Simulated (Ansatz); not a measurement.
This geometry of C$_{2}$H$_{6}$OSi (10 atoms, charge 0, multiplicity 1) is a first-order saddle point.

Level of theory: Ansatz 0.2.0, RKS r2SCAN-D4/cc-pVDZ.

```xyz
10
Properties=species:S:1:pos:R:3
O -1.106 1.859 0.534
C 0.038 1.041 0.342
C -0.302 -0.352 -0.135
Si 0.712 -1.610 -0.747
H -1.595 1.476 1.277
H 0.650 0.991 1.268
H 0.655 1.573 -0.403
H -1.376 -0.586 -0.098
H 2.188 -1.469 -0.894
H 0.136 -2.922 -1.143
```

Task: Which two structures does it join? (They come from a converged band through this point; their orientation in space is the band's.)

Result: No bond is made or broken. The dihedral H7–C2–C3–Si4 goes from -6 to 122°.

Image 0:

```xyz
10
Properties=species:S:1:pos:R:3
O -0.854 1.902 0.069
C 0.098 0.951 0.543
C -0.257 -0.468 0.201
Si 0.591 -1.492 -0.898
H -1.716 1.624 0.413
H 0.229 1.042 1.643
H 1.056 1.243 0.083
H -1.157 -0.868 0.693
H 1.832 -1.036 -1.585
H 0.177 -2.898 -1.161
```

Image 8:

```xyz
10
Properties=species:S:1:pos:R:3
O -0.943 1.527 1.149
C 0.001 1.131 0.156
C -0.372 -0.172 -0.485
Si 0.597 -1.601 -0.517
H -1.026 0.768 1.746
H 1.032 1.089 0.565
H -0.015 1.943 -0.592
H -1.378 -0.200 -0.926
H 1.963 -1.629 0.077
H 0.143 -2.857 -1.174
```

Task: How far does it lie above each of them?

Result: 2.5 kcal/mol above the first and 4.3 kcal/mol above the second. This is the barrier of this one path; another mechanism may lie lower.

The run took 100 s on 2 threads of Intel(R) Xeon(R) Platinum 8488C (Sapphire Rapids), with other jobs on the host, peak memory 0.16 GiB.
